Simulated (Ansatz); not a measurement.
Geometry optimisation, RKS PBE0-D4/def2-mTZVP in Ansatz.

input.yaml

```yaml
crystal:
  periodic: [false, false, false]
  atoms:
    - { symbol: B, position_ang: [-0.61404, 1.78515, -1.92043] }
    - { symbol: C, position_ang: [-0.28296, 0.67447, -0.99441] }
    - { symbol: C, position_ang: [-0.00839, -0.23538, -0.23826] }
    - { symbol: "N", position_ang: [0.29448, -1.23507, 0.59273] }
    - { symbol: B, position_ang: [0.51814, -1.1217, 1.9665] }
    - { symbol: H, position_ang: [-0.7151, 2.87572, -1.50591] }
    - { symbol: H, position_ang: [-0.77453, 1.55862, -3.05908] }
    - { symbol: H, position_ang: [0.36248, -2.13458, 0.12758] }
    - { symbol: H, position_ang: [0.78153, -2.09609, 2.55915] }
    - { symbol: H, position_ang: [-0.91699, -0.46022, 0.32031] }
basis:
  gaussian: { orbitals: def2-mTZVP }
hamiltonian:
  xc: pbe0
  dispersion: d4
relax:
  f_tol: 0.02
  max_steps: 50
```

Run as:

```bash
$ ansatz run input.yaml --threads 2 --pin off --max-ram 3072MiB --backend cpu --events-out ev --progress --plain --runs-dir out
```

**Question.** Where does it end, and by what steps?

**Answer.** The forces met the threshold. The force dipped under the threshold on the way, but the program's further checks kept it going. After 48 steps the energy has fallen by 5.755 eV; C3 moved furthest, 1.67 Å. Parted: C3–N4 (1.33 → 3.31 Å).

```
step  energy less start (eV)  largest force component (eV/Å)  accepted
   0                  0.0000                           4.153       yes
   2                 -1.9460                           4.574       yes
   4                 -3.3395                           3.436       yes
   6                 -4.1925                           1.233       yes
   8                 -4.5783                           0.980       yes
  10                 -5.1428                           2.094       yes
  12                 -5.6420                           0.490       yes
  14                 -5.6832                           0.365       yes
  16                 -5.7012                           0.031       yes
  18                 -5.7063                           0.121       yes
  20                 -5.7092                           0.043       yes
  22                 -5.7094                           0.274        no
  24                 -5.7148                           0.174       yes
  26                 -5.7180                           0.286       yes
  28                 -5.6909                           0.920        no
  30                 -5.7284                           0.091       yes
  32                 -5.7313                           0.135       yes
  34                 -5.7349                           0.529       yes
  36                 -5.7422                           0.007       yes
  38                 -5.7436                           0.040       yes
  40                 -5.7451                           0.102       yes
  42                 -5.7476                           0.159       yes
  44                 -5.7500                           0.048       yes
  46                 -5.7519                           0.153       yes
  48                 -5.7549                           0.007       yes
```

```xyz
10
Properties=species:S:1:pos:R:3
B -0.519 1.799 -2.214
C -1.093 1.003 -1.078
C -1.569 0.366 -0.164
N 0.895 -1.521 0.992
B 1.276 -2.225 1.931
H -0.980 2.864 -2.481
H 0.393 1.364 -2.844
H 0.590 -0.947 0.237
H 1.631 -2.894 2.825
H -1.979 -0.198 0.643
```

Whether the end is a true minimum wasn't checked by a vibrational analysis.

Run time: 71 s on 2 threads of Intel(R) Xeon(R) 6975P-C (Granite Rapids), on a shared host, peak memory 0.22 GiB.
